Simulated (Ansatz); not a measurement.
Isolated molecules relaxed with PBE0-D4/def2-TZVP in Ansatz; ΔE leaves out vibrations. CCSD(T)/CBS is the MP2 limit (def2-TZVPP, def2-QZVPP) plus CCSD(T) − MP2 in def2-TZVPP, frozen cores. This one scheme is used for every species. DFT in def2-TZVPP. For Br, Ga outer-core shells are correlated without core-valence functions, which leaves a few kJ/mol of doubt a bond. Scalar relativity is left out up to krypton. Each species was taken in one conformer, which may not be the lowest.

Consider the ligand exchange at a Ga–Br bond: `C[O][Ga]([OH])[Br]` + HCl → `C[O][Ga]([OH])[Cl]` + HBr.

`C[O][Ga]([OH])[Br]`:

Z-matrix (Å, degrees):
```
C
O 1 1.409
H 1 1.096 2 113.1
H 1 1.094 2 109.5 3 120.7
H 1 1.094 2 109.5 3 -120.7
Ga 2 1.767 1 124.4 3 0.6
Br 6 2.265 2 121.2 1 -0.0
O 6 1.768 2 119.0 1 180.0
H 8 0.961 6 112.2 2 -0.0
```

HCl:

Cartesian coordinates in Å:
```
Cl -0.337 -0.444 0.314
H 0.337 0.444 -0.314
```

`C[O][Ga]([OH])[Cl]`:

Z-matrix (Å, degrees):
```
C
O 1 1.410
H 1 1.094 2 109.4
H 1 1.096 2 113.1 3 -120.7
H 1 1.094 2 109.5 3 118.6
Ga 2 1.765 1 124.1 3 121.4
Cl 6 2.122 2 120.8 1 -0.1
O 6 1.766 2 119.7 1 179.9
H 8 0.961 6 112.4 2 -0.0
```

HBr:

```xyz
2

Br   -0.334    0.442    0.445
H     0.334   -0.442   -0.445
```

(1) Is it downhill or uphill in electronic energy at CCSD(T)/CBS, and by how much? (An estimate is asked.)

(2) What do these levels give: PBE-D4, ωB97M-V, B2PLYP, PBE0, HF/def2-TZVPP, HF/def2-QZVPP? (Best estimate.)

Largest T1 diagnostic among the species: 0.013.

Answers

(1) The calculation gave: Uphill: ΔE = +13.1 kJ/mol.

(2) Ansatz gave: PBE-D4 12.2, ωB97M-V 11.1, B2PLYP 11.3, PBE0 12.0, HF/def2-TZVPP 10.6, HF/def2-QZVPP 10.2 kJ/mol.
